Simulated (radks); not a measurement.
Excited configurations of Rh3+: one electron is placed in a higher orbital outside [Kr] 4d5. The ground configuration is [Kr] 4d6. Method: scalar-relativistic Kohn-Sham, PBEsol, spin-unpolarised, spherical densities, finite nucleus; Fermi nuclear charge, rms radius 4.4945 fm; computed with a radial shooting solver on a logarithmic mesh with Libxc functionals. Excitation = E - E(ground); binding = E(ion) - E, where the ion is the core of charge +4; n* = 4/sqrt(2 binding) in atomic units, and the quantum defect is n - n*.

\begin{tabular}{lrrrrr}
outer orbital & excitation (eV) & binding (eV) & n* & quantum defect & <r> (bohr) \\ \hline
5f & 36.678 & 10.247 & 4.609 & 0.391 & 6.392 \\
6s & 28.972 & 17.953 & 3.482 & 2.518 & 4.666 \\
6p & 31.650 & 15.274 & 3.775 & 2.225 & 5.261 \\
6d & 35.608 & 11.317 & 4.386 & 1.614 & 6.671 \\
6f & 39.789 & 7.136 & 5.523 & 0.477 & 10.01 \\
7s & 36.007 & 10.917 & 4.465 & 2.535 & 7.631 \\
7p & 37.314 & 9.611 & 4.759 & 2.241 & 8.444 \\
7d & 39.343 & 7.582 & 5.358 & 1.642 & 10.29 \\
7f & 41.708 & 5.217 & 6.460 & 0.540 & 14.37 \\
\end{tabular}

The Delta-SCF ionisation energy is 46.925 eV (NIST Atomic Spectra Database: 42 eV, theoretical). Self-interaction in the functional shifts the binding energies and quantum defects, so they are the method's values and not measured ones. Spin polarisation and multiplet splitting are left out, so open shells lie too high by an amount that depends on their filling.

Beside tabulated values, note that spin-unpolarised runs miss the spin-polarisation part of the exchange energy of open shells.
